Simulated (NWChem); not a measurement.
Program: NWChem. System: ClIn, charge 0, spin multiplicity 1, at a geometry optimised with PBE/def2-SVP with def2 effective core potentials on In. The structure started from a generated list of species. Level: MP2/def2-TZVP with def2 effective core potentials on In, 9 core orbitals frozen.

Input file:

```
start mol
memory heap 200 mb stack 900 mb global 1100 mb
geometry units angstroms nocenter noautoz
  In     0.000000     0.000000    -0.630693
  Cl     0.000000     0.000000     1.817881
  symmetry group C2v
end
basis spherical
  * library def2-tzvp
end
ecp
  In library def2-ecp
end
scf
  rhf
  nopen 0
  maxiter 100
  thresh 1e-7
  semidirect memsize 60000000 filesize 0
end
mp2
  freeze core 9
end
task mp2 energy
```

Part of the output:

```
             Northwest Computational Chemistry Package (NWChem) 7.3.0
             --------------------------------------------------------

                                NWChem Input Module
                                -------------------

 Scaling coordinates for geometry "geometry" by  1.889725989
 (inverse scale =  0.529177249)

 Turning off AUTOSYM since
 SYMMETRY directive was detected!

                             Geometry "geometry" -> ""
                             -------------------------

 Output coordinates in angstroms (scale by  1.889725989 to convert to a.u.)

  No.       Tag          Charge          X              Y              Z
 ---- ---------------- ---------- -------------- -------------- --------------
    1 In                  49.0000     0.00000000     0.00000000    -0.63069300
    2 Cl                  17.0000     0.00000000     0.00000000     1.81788100

 Effective nuclear repulsion energy (a.u.)     180.0250465850

            Nuclear Dipole moment (a.u.)
            ----------------------------
        X                 Y               Z
 ---------------- ---------------- ----------------
     0.0000000000     0.0000000000     0.0000377945

      Symmetry information
      --------------------

 Group name             C2v
 Group number             16
 Group order               4
 No. of unique centers     2

      Symmetry unique atoms

     1    2


 Summary of "ao basis" -> "" (spherical)
 ------------------------------------------------------------------------------
       Tag                 Description            Shells   Functions and Types
 ---------------- ------------------------------  ------  ---------------------
 *                         def2-tzvp                  on all atoms

 Summary of "ao basis" -> "ao basis" (spherical)
 ------------------------------------------------------------------------------
       Tag                 Description            Shells   Functions and Types
 ---------------- ------------------------------  ------  ---------------------
 In                        def2-tzvp                16       50   6s5p3d2f
[...]
     1   1 0 0      0.000000      0.000000      0.000000
     1   0 1 0      0.000000      0.000000      0.000000
     1   0 0 1     -1.491687      0.000000     33.371472

     2   2 0 0    -25.353166      0.000000      0.000000
     2   1 1 0      0.000000      0.000000      0.000000
     2   1 0 1     -0.000000      0.000000      0.000000
     2   0 2 0    -25.353166      0.000000      0.000000
     2   0 1 1      0.000000      0.000000      0.000000
     2   0 0 2    -32.941708      0.000000    230.451491

                   NWChem MP2 Semi-direct Energy/Gradient Module
                   ---------------------------------------------

  Basis functions       =     87
  Molecular orbitals    =     87
  Frozen core           =      9
  Frozen virtuals       =      0
  Active alpha occupied =     10
  Active beta occupied  =     10
  Active alpha virtual  =     68
  Active beta virtual   =     68
  Use MO symmetry       = T
  Use skeleton AO sym   = T

  AO/Fock/Back tols     =   1.0D-09  1.0D-09  1.0D-09

 GA uses MA = F    GA memory limited = T

 Available:
  local mem=  1.26D+08
 global mem=  1.44D+08
 local disk=  0.00D+00
  mp2_memr nvloc                    68
  nvloc new                    68
   1 passes of  10:        4194304                      49427                   8747758.
   1 passes of  10: M    126138050           G      144164062           F     121943746.

 Semi-direct pass number   1 of   1  for RHF alpha+beta  at        1.4s
  vrange nnbf                  3778
  mp2_eaftype                    33  avail_ma_in_mb                  1099
 EAF : mp2_eaftype filesize          33    4373879.
  mp2_eaf for mointskh                     33
Node 0 wrote     20.6 Mb in      0.0 s     Agg I/O rate:  2479.9 Mb/s
 Done moints_semi at        4.2s
  mp2_eaftype                    33  avail_ma_in_mb                  1066
 EAF : mp2_eaftype filesize          33    4373879.
  mp2_eaf for kh                    33
 Done maket at        4.3s
 Done multipass loop at        4.3s

          -------------------------------------------
          SCF energy                -648.811792514960
          Correlation energy          -0.450273699077
          Singlet pairs               -0.241321240024
          Triplet pairs               -0.208952459053
          Total MP2 energy          -649.262066214037
          -------------------------------------------

          ---------------------------------------------------
                    Spin Component Scaled (SCS) MP2
          Same spin pairs                     -0.139301639368
          Same spin scaling factor             0.333333333333
          Opposite spin pairs                 -0.310972059709
          Opposite spin scaling fact.          1.200000000000
          SCS-MP2 correlation energy          -0.419600351440
          Total SCS-MP2 energy              -649.231392866400
          ---------------------------------------------------

 -----------------------
 Performance information
 -----------------------

 Timer overhead =  1.90D-07 seconds/call

               Nr. of calls         CPU time (s)                 Wall time (s)                GFlops
             ---------------    -------------------     ------------------------------   -------------------
Name         Min   Avg   Max    Min     Avg     Max     Min     Avg     Max   Mx/calls   Min     Max     Sum
mp2: moin     1     1     1    2.8     2.8     2.8      2.8     2.8     2.8     2.8      0.0     0.0     0.0
mp2: make     1     1     1   9.41E-2 9.41E-2 9.41E-2  9.41E-2 9.41E-2 9.41E-2 9.41E-2   0.0     0.0     0.0
mp2: tota     1     1     1    3.0     3.0     3.0      3.0     3.0     3.0     3.0      0.0     0.0     0.0

 The average no. of pstat calls per process was 3.00D+00
 with a timing overhead of 5.70D-07s

 Task  times  cpu:        4.3s     wall:        4.3s

 Total times  cpu:        4.3s     wall:        4.3s
```
